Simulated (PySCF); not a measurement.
**MCl₃ across group 13**

Level: PBE0, basis family def2-TZVP, no relativity.

Each entry is the lowest minimum that a search over a few typed start shapes (and spin states, where more than one is plausible) found, or that minimum re-optimised at the stated level; isomers with ligand–ligand bonds, or fragments after loss of a ligand pair, can lie lower. Open shells are unrestricted; no spin–orbit coupling; PySCF with density fitting.

```tsv
molecule	2S+1	point group	mean bond to the central atom (Å)	lowest ω (cm⁻¹)	distinct angles (°)	polar-tensor charge of the central atom
BCl₃	?	?	?	?	?	?
AlCl₃	1	D3h	2.070	144	120	1.58
GaCl₃	1	D3h	2.113	124	120	1.56
```

Q: Fill in the row of BCl₃.

A: 2S+1: 1; point group: D3h; mean bond to the central atom (Å): 1.737; lowest ω (cm⁻¹): 254; distinct angles (°): 120; polar-tensor charge of the central atom: 1.30.

The bond lengthens at every step; the largest change, 0.333 Å, falls between BCl₃ and AlCl₃ among the members listed.

Left out of the table are members whose search was unfinished or whose lowest solution was spin-contaminated, unstable, very soft or bonded differently.
